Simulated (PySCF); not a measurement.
## Correlation energy of Rh³⁺ (rhodium, charge +3)

[Kr] 4d6, high-spin 5D determinant. Computed with PySCF 2.14 in x2c-TZVPPall with one added diffuse shell each of s, p, d, f type (9s7p7d3f1g, 95 functions), with the spin-free X2C one-electron Hamiltonian (Gaussian nucleus). Frozen: [Ar] 3d10; 14 electrons correlated.

MP2 pair energies summed by pair of shells (mhartree):

```json
{"pair": "4p-4d", "energy": "-164.96", "share (%)": "42.3"}
{"pair": "4d-4d", "energy": "-104.62", "share (%)": "26.8"}
{"pair": "4p-4p", "energy": "-62.91", "share (%)": "16.1"}
{"pair": "4s-4p", "energy": "-28.36", "share (%)": "7.3"}
{"pair": "4s-4d", "energy": "-24.61", "share (%)": "6.3"}
{"pair": "4s-4s", "energy": "-4.41", "share (%)": "1.1"}
```

Total MP2 correlation energy: -389.88 mhartree.

Same-spin part -128.25 and opposite-spin part -261.63 mhartree; SCS-MP2 scales them by 1/3 and 6/5 to -356.70 mhartree.

This basis was not built for core-valence correlation, so the inner-shell part is incomplete.
